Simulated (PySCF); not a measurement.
These compounds are isomers of formula C$_{4}$H$_{11}$NO$_{3}$Si.

A. `C[C@@H](OC=O)O[Si@@H](C)N`
B. SMILES CN[Si@@H](O)O[C@H](C)C=O
C. SMILES CO[Si@@H](N)O[C@@H](C)C=O

Spectrum 1. 1H NMR (400 MHz, computed): δ 10.29 (d, 1H), 5.13 (s, 1H), 4.35 (m, 1H), 3.86 (s, 3H), 1.32 (d, 3H), 0.75 (br s, 2H). 13C{1H} NMR (computed): δ 216.1 (CH), 75.5 (CH), 50.4 (CH3), 20.1 (CH3).

Spectrum 2. 1H NMR (400 MHz, computed): δ 8.16 (s, 1H), 6.58 (q, 1H), 5.48 (q, 1H), 1.51 (d, 3H), 0.13 (d, 3H), 0.07 (br s, 2H). 13C{1H} NMR (computed): δ 167.7 (CH), 90.6 (CH), 25.5 (CH3), 3.9 (CH3).

Spectrum 3. 1H NMR (400 MHz, computed): δ 9.72 (d, 1H), 4.77 (s, 1H), 4.62 (m, 1H), 3.17 (br s, 1H), 2.70 (s, 3H), 1.47 (d, 3H), 0.22 (br s, 1H). 13C{1H} NMR (computed): δ 212.4 (CH), 80.3 (CH), 29.4 (CH3), 19.2 (CH3).

- coordinates at the GFN2-xTB level
- NMR shieldings at PBE0/pcSseg-1/GIAO
- code: PySCF 2.14.0 with density-fitted response routines
- a single conformation, relativity neglected, isolated molecule, averaged over atoms made equivalent by symmetry, fast rotation or ring inversion

Chemical shifts δ = σref − σ; 1H (σ = 31.72 ppm), 13C (σ = 186.93 ppm) against TMS, all at this level. Where no couplings were computed, multiplicities follow the n + 1 count of equivalent neighbours, and m marks all less simple cases (inequivalent or close neighbours, rings, F or P nearby). Shifts are as computed. Against solution values, carbons near 30 ppm lie about +3 ppm off and those near 130 ppm about +5 ppm. Of 1309 compounds with measured shifts, 239 miss one by over three times the rms of a fit or turn the order of signals round; such compounds aren't used in these exercises. OH and NH positions are gas-phase values without hydrogen bonding to other molecules.

Q: Which spectrum belongs to which compound?

A: 1–C, 2–A, 3–B.

- Spectrum 1 (C): 4 13C signals; δC 216.1 is an aldehyde carbonyl carbon; δC 75.5 is an sp3 CH bonded to O, α to a carbonyl.
- Spectrum 2 (A): 4 13C signals; δC 167.7 is an ester carbonyl carbon; δC 90.6 is an sp3 carbon bearing two oxygens.
- Spectrum 3 (B): 4 13C signals; δC 212.4 is an aldehyde carbonyl carbon; δC 80.3 is an sp3 CH bonded to O, α to a carbonyl.
